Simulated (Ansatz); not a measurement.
`[SiH3][CH2][GeH2][SH]` + `FCS` → `FCSC[SiH3]` + `[SH][GeH3]`  (substitution at a C–Ge bond)

Program: Ansatz. Geometries: PBE0-D4/def2-TZVP. ΔE: electronic, gas phase. CCSD(T)/CBS adds triple-zeta CCSD(T) − MP2 to the extrapolated MP2 energy (def2 sets, frozen cores). DFT in def2-TZVPP. B3LYP here is the variant with VWN-RPA as its local correlation; programs differ in this. For Ge outer-core shells are correlated without core-valence functions, which leaves a few kJ/mol of doubt a bond. Scalar relativity is left out up to krypton. One conformer a species, not always the lowest.

Task: Is it downhill or uphill in electronic energy at CCSD(T)/CBS, and by how much? (An estimate is asked.)

Result: Ansatz gave: Uphill: ΔE = +47.9 kJ/mol.

Task: What do these levels give: PBE-D4, B3LYP-D4, ωB97X-V, B2PLYP, PBE, r2SCAN, PBE0, B3LYP, SCS-MP2/def2-TZVPP, MP2/def2-QZVPP, SCS-MP2/def2-QZVPP, MP2/CBS(def2)? (Best estimate.)

Result: The calculation gave: PBE-D4 39.8, B3LYP-D4 42.2, ωB97X-V 42.6, B2PLYP 44.0, PBE 38.6, r2SCAN 42.4, PBE0 41.8, B3LYP 40.2, SCS-MP2/def2-TZVPP 49.6, MP2/def2-QZVPP 50.2, SCS-MP2/def2-QZVPP 47.8, MP2/CBS(def2) 49.8 kJ/mol.

Largest T1 diagnostic among the species: 0.012.

From PBE to PBE0 (25 % exact exchange), in def2-TZVPP and without D4, ΔE moves by +3.2 kJ/mol. In def2-TZVPP, CCSD(T) changes the Hartree–Fock value by +5.2 kJ/mol (the triples alone add −0.6 kJ/mol) and MP2 by +7.2 kJ/mol.
